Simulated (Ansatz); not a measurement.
InH2(NH2) (InNH4), 6 atoms. Hardware: 4 threads of Arm Neoverse V1 on a shared host.

In the def2 sets In takes a core potential; there is no spin–orbit coupling. Correlated methods freeze 5 core orbitals; core or outer-core shells of In are correlated, in sets that lack core-valence functions.

How many basis functions does each of these Ansatz runs have, and roughly what does it cost? PBE-D4/def2-TZVP, charge 0 singlet, energy, from earlier orbitals; ωB97X-V/def2-TZVP, charge 0 singlet, energy, from earlier orbitals; PBE0-D4/def2-TZVP, charge 0 singlet, energy, from earlier orbitals; CCSD(T)/def2-TZVPD, charge -1 doublet at the geometry of the charge 0 singlet, energy, from earlier orbitals; PBE-D4/def2-TZVP, charge 1 doublet at the geometry of the charge 0 singlet, energy, from earlier orbitals; HSE06-D4/def2-TZVP, charge 0 singlet, energy, from earlier orbitals; r2SCAN-D4/def2-TZVPD, charge 0 singlet, energy, from earlier orbitals; CAM-B3LYP-D4/def2-TZVP, charge 0 singlet, energy, from earlier orbitals; MP2/def2-TZVP, charge 0 singlet, energy, from earlier orbitals; PBE0-D4/def2-TZVPD, charge 0 singlet, energy, from earlier orbitals; B3LYP-D4/def2-TZVP, charge 0 singlet, energy, from earlier orbitals; PBE0-D4/def2-TZVPD, charge -1 doublet at the geometry of the charge 0 singlet, energy.

Other jobs shared the machine, so times can vary by a factor of up to 3. A dash marks memory too small to be measured apart from the calling script's.

```csv
run,functions,fitting or Cholesky vectors,wall time,peak host memory (GiB)
"MP2/def2-TZVP, charge 0 singlet, energy, from earlier orbitals",105,886,0.55 s,–
"PBE-D4/def2-TZVP, charge 0 singlet, energy, from earlier orbitals",105,719,0.6 s,–
"B3LYP-D4/def2-TZVP, charge 0 singlet, energy, from earlier orbitals",105,796,0.7 s,–
"HSE06-D4/def2-TZVP, charge 0 singlet, energy, from earlier orbitals",105,812,0.8 s,–
"PBE0-D4/def2-TZVP, charge 0 singlet, energy, from earlier orbitals",105,812,0.85 s,–
"CAM-B3LYP-D4/def2-TZVP, charge 0 singlet, energy, from earlier orbitals",105,796,0.86 s,–
"PBE0-D4/def2-TZVPD, charge 0 singlet, energy, from earlier orbitals",129,896,0.9 s,–
"PBE-D4/def2-TZVP, charge 1 doublet at the geometry of the charge 0 singlet, energy, from earlier orbitals",105,719,1.2 s,–
"r2SCAN-D4/def2-TZVPD, charge 0 singlet, energy, from earlier orbitals",129,814,1.5 s,–
"ωB97X-V/def2-TZVP, charge 0 singlet, energy, from earlier orbitals",105,783,2.2 s,–
"PBE0-D4/def2-TZVPD, charge -1 doublet at the geometry of the charge 0 singlet, energy",129,896,3 s,–
"CCSD(T)/def2-TZVPD, charge -1 doublet at the geometry of the charge 0 singlet, energy, from earlier orbitals",129,1057,30 s,1.7
```
